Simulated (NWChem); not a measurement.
# CH5AlOS; SMILES C[S][AlH][OH]

```xyz
9

Al    -0.6477     1.0172    -0.0002
H     -2.0193     1.8022    -0.0006
O      0.8767     1.7829     0.0011
H      1.0493     2.7250    -0.0071
S     -0.5972    -1.1522     0.0003
C      1.2057    -1.4818    -0.0003
H      1.7878    -0.5509     0.0014
H      1.4544    -2.0667    -0.8960
H      1.4542    -2.0700     0.8932
```
Atoms are numbered in this order, from 1.

All runs: NWChem. Pople sets run with spherical d functions. Coordinates come from a PBE0/def2-SVP optimisation. B3LYP is NWChem's, with the RPA form of VWN correlation.

Question: Among these, which level gives the highest value of “dipole (D)”?
A) B3LYP/STO-3G
B) B3LYP/3-21G
C) B3LYP/6-311G**
D) B3LYP/6-311++G**

Answer: B, B3LYP/3-21G. Values: B3LYP/6-311++G** 1.94; B3LYP/STO-3G 1.96; B3LYP/6-311G** 2.23; B3LYP/3-21G 3.03
